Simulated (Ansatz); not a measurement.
Species: H4SiO, charge 0, singlet. H4SiO (SMILES O[SiH3]).
B3LYP-D3(BJ)/def2-TZVP minimum from Ansatz (a first-principles code):
```xyz
6

Si    -0.5236     0.0940     0.0353
O      1.0819    -0.2542    -0.1462
H     -0.7923     1.5431    -0.1396
H     -1.2229    -0.6767    -1.0111
H     -1.0219    -0.3053     1.3751
H      1.7116     0.1567     0.4506
```

Hartree-Fock and CCSD correlation energies in hartree (Ansatz). Radicals and triplets start from unrestricted determinants; spin-orbit coupling is neglected. Cores are frozen in correlated methods. No relativity.

```tsv
basis	X	E(HF)	E(corr, CCSD)
cc-pV(T+d)Z	3	-366.21113	-0.40109
cc-pV(Q+d)Z	4	-366.22217	-0.42669
cc-pV(5+d)Z	5	-366.22457	withheld
```

Fit E(corr) = E∞ + A/X³ to X = 3 and 4, predict X = 5, and compare with the run.

A = (-0.40109 - (-0.42669))/(1/27 - 1/64) = 1.1956; E∞ = -0.42669 - A/64 = -0.44537; at X = 5, E∞ + A/125 = -0.43581. The run gave -0.43526, 0.55 mEh above the prediction. The same form on X = 4 and 5 gives E∞ = -0.44425, 1.12 mEh above the first estimate.
